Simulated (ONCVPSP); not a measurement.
**Mg: one change to an ONCV potential, before and after**

| Item | Value |
| --- | --- |
| Element | Mg |
| Generator | ONCVPSP 4.0.1 |
| Type | optimised norm-conserving Vanderbilt (ONCV) |
| Functional | LDA (Perdew-Zunger) |
| Relativity | scalar-relativistic |
| Frozen core | [Ne] |
| Valence charge | 2 |
| Reference configuration | 3s0.5 (charge +1.5) |
| Partial waves | 3s: rc 2.20 bohr, ncon 4, nbas 7, qcut 2.4 1/bohr, 2 projectors, debl 2.1 Ha; p scattering state at 0.23 Ha: rc 2.05 bohr, ncon 4, nbas 9, qcut 4 1/bohr, 3 projectors, debl 3.6 Ha; d scattering state at 0.25 Ha: rc 1.80 bohr, ncon 3, nbas 7, qcut 6.3 1/bohr, 1 projector |
| Local potential | polynomial inside 1.25 bohr (lpopt 5, dvloc0 0 Ha) |
| Core correction | Teter function, fcfact 3.5, rcfact 1.55 |

In the p channel the program set the typed energies aside and used 0.050, 3.650, 7.250 Ha.

Change: core correction Teter function, fcfact 3.5, rcfact 0.94.

Cutoffs: the cutoffs (Ha) at which the residual kinetic energy of the hardest occupied pseudo-wave falls to 1 and 0.1 mHa per electron; they do not see the model core or the augmentation charge, which bear on the density cutoff. Errors are all-electron minus pseudo energies relative to the spin-unpolarised reference configuration.

**Question.** How do hardness, ghosts and transferability respond?

**Answer.** The potential gets neither clearly harder nor softer (9.4 Ha and 22 Ha → 9.4 Ha and 22 Ha); of the 4 tests that both files solve, the error grows in 4 and shrinks in 0 by more than 15 % and 0.3 meV (median size 18.0 → 65.4 meV); neither file shows a bound ghost. That the errors move this way runs against the usual rule that smaller radii transfer better. A model core, the more so a compact one, raises the density cutoff, which this test does not measure.

| quantity | base | changed |
| --- | --- | --- |
| cutoff, loose | 9.4 Ha | 9.4 Ha |
| cutoff, tight | 22 Ha | 22 Ha |
| bound ghosts | none | none |
| GHOST(+) flags under 300 eV | s at 72.4 eV | s at 72.4 eV |
| error for 3s2, meV [ΔE -14.74 eV] | -47 | +129 |
| error for 3s1, meV [ΔE -6.66 eV] | -9.0 | +31 |
| error for 3s1.5, meV [ΔE -11.55 eV] | -27 | +83 |
| error for 3s0 3p2, meV [ΔE -7.47 eV] | -2.4 | +48 |
| s: phases at 2.23 bohr within 0.05 rad from the reference energy up to (Ha; the scan ends near 5) | 2.3 | 2.3 |
| p: phases at 2.09 bohr within 0.05 rad from the reference energy up to (Ha; the scan ends near 5) | to the end of the scan | to the end of the scan |
| d: phases at 1.83 bohr within 0.05 rad from the reference energy up to (Ha; the scan ends near 5) | 3.4 | 3.4 |
| rms error of d²Exc/dni dnj with the model core, mHa | 2.68 | 26.28 |
